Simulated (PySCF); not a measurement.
**[PmCl4]− at several levels of theory**

Computed with PySCF 2.14.0 (density fitting, no spin-orbit coupling) at the geometry relaxed with PBE0:

```xyz
5
[PmCl4]− (singlet in the valence; each metal's 4f electrons, 4 of them, lie in its core potential, out of spins and levels)
Pm    0.0000    0.0000    0.0000
Cl    1.5002    1.5002    1.5002
Cl   -1.5002   -1.5002    1.5002
Cl    1.5002   -1.5002   -1.5002
Cl   -1.5002    1.5002   -1.5002
```

```
level                                     basis    state  HOMO (eV)  gap (eV)  charge on Pm1 (e)  population of f-type functions on Pm1 (polarisation alone where 4f lies in the core)  dipole about the centre of mass (D)  largest force component (eV/Å)
 PBE0    Pm lcecp-1-SVP with ECP50, Cl def2-SVP  singlet      -4.51      7.76               0.78                                                                                  0.06                                 0.00                            0.00
B3LYP                                  the same  singlet      -4.12      7.15               0.68                                                                                  0.06                                 0.00                            0.11
 PBE0  Pm lcecp-1-TZVP with ECP50, Cl def2-TZVP  singlet      -4.80      7.91               1.33                                                                                  0.08                                 0.00                            0.02
```

In the lcecp rows the 4f levels are missing from HOMO and gap, and the state counts the valence alone.

Charges are Mulliken's, which hang on the basis. The relaxation used the grid (50, 194), these runs (75, 302) or, all-electron (x2c bases, spin-free X2C Hamiltonian), (99, 590).

Problem. What does CAM-B3LYP with Pm lcecp-1-SVP with ECP50, Cl def2-SVP give here?

Solution. state singlet, HOMO (eV) -5.77, gap (eV) 9.58, charge on Pm1 (e) 0.71, population of f-type functions on Pm1 (polarisation alone where 4f lies in the core) 0.06, dipole about the centre of mass (D) 0.00, largest force component (eV/Å) 0.03. Time: 20 s on 2 threads of Intel(R) Xeon(R) Platinum 8259CL CPU @ 2.50GHz (Skylake/Cascade Lake) (shared host), from an already converged density.

In the first row's basis the gap widens with exact exchange: 7.1 to 7.8 eV for B3LYP, PBE0 (a fixed share); 9.6 eV for CAM-B3LYP (rising or full at long range).

An lcecp potential fixes the number of 4f electrons, so in runs with it no electron can move into or out of that shell.
